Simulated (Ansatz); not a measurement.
Question: Name a neutral molecule of C, Cl, O, Si and H with HOMO energy (PBE0/def2-TZVPP) between -7.30 and -7.00 eV and HOMO–LUMO gap (ωB97M-V/def2-TZVPP) between 10.40 and 10.70 eV (Ansatz, PBE0-D4/def2-TZVP geometry).

Answer: `OC1(Cl)C[SiH2]1` (-7.14 eV, 10.66 eV). Other molecules can fit too; these were computed, each in one conformer that needn't be the lowest.
